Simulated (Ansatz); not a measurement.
C2H4OSn can be A, `C1=[CH][SnH2][O]1`, or B, `[SnH3][C]1=CO1`.

Calculated with Ansatz (gas phase, PBE0-D4/def2-TZVP geometries, no zero-point term in ΔE). CBS: MP2 limit from def2 TZ/QZ plus the TZ coupled-cluster correction, frozen cores. DFT in def2-TZVPP. Elements past krypton have def2 core potentials. For Sn outer-core shells are correlated without core-valence functions, which leaves a few kJ/mol of doubt a bond.

(1) Which is lower in electronic energy at CCSD(T)/CBS, and by how much? (An estimate is asked.)

(2) Give E(B) − E(A) in kcal/mol with r2SCAN-D4, HF/def2-TZVPP, LDA (SPW92), BLYP-D4, CCSD(T)/def2-SVP, B2PLYP, ωB97M-V. (Best estimate.)

(3) Does the order hold for the free energy at 298.15 K (harmonic terms from PBE0-D4)? (Best estimate.)

Largest T1 diagnostic: 0.026.

Answers

(1) The calculation gave: A, by 71.6 kcal/mol.

(2) Computed: r2SCAN-D4 69.9, HF/def2-TZVPP 74.4, LDA (SPW92) 73.0, BLYP-D4 63.8, CCSD(T)/def2-SVP 66.9, B2PLYP 69.0, ωB97M-V 72.1. None reverses the order clearly.

(3) Ansatz gave: Yes: G(B) − G(A) = +65.6 kcal/mol.

From r2SCAN to r2SCAN0 (25 % exact exchange), in def2-TZVPP and without D4, E(B) − E(A) moves by +4.4 kcal/mol. Leaving LDA and LC-ωPBE aside and taking each functional with its dispersion term where it has one, the values, not all of them listed here, spread over 11.2 kcal/mol, from BLYP-D4 to PBE-QIDH. LDA lies +5.9 kcal/mol from PBE without D4.
